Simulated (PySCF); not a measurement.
## Effect of structural changes

Computed, not measured: TDA wB97X-D/def2-TZVP excited states, vertical, gas phase in PySCF 2.14.0. Geometry: PBE0-D3(BJ)/def2-SVP.

Each molecule in one low-energy conformer.

(1) How does the vertical S1–T1 gap change along this series?
- CSc1cccs1 (H on C replaced by SCH3)
- COC(=O)c1cccs1 (H on C replaced by COOCH3)
- OB(O)c1cccs1 (H on C replaced by B(OH)2)

Results:

(1) 
```
      molecule  S1 (eV)                  S1 from  f(S1)  T1 (eV)    T1 from  S1 − T1 (eV)  S0–T1 spin-orbit coupling (cm⁻¹)  S1–T1 spin-orbit coupling (cm⁻¹)
     CSc1cccs1     4.93              HOMO→LUMO+1  0.000     3.39  HOMO→LUMO          1.54                              0.16                             30.74
COC(=O)c1cccs1     5.28              HOMO−2→LUMO  0.000     3.43  HOMO→LUMO          1.85                              0.20                             15.82
  OB(O)c1cccs1     5.62  HOMO→LUMO / HOMO−1→LUMO  0.170     3.59  HOMO→LUMO          2.02                              0.28                              0.05
```
The vertical S1–T1 gap is lowest for CSc1cccs1 and highest for OB(O)c1cccs1.
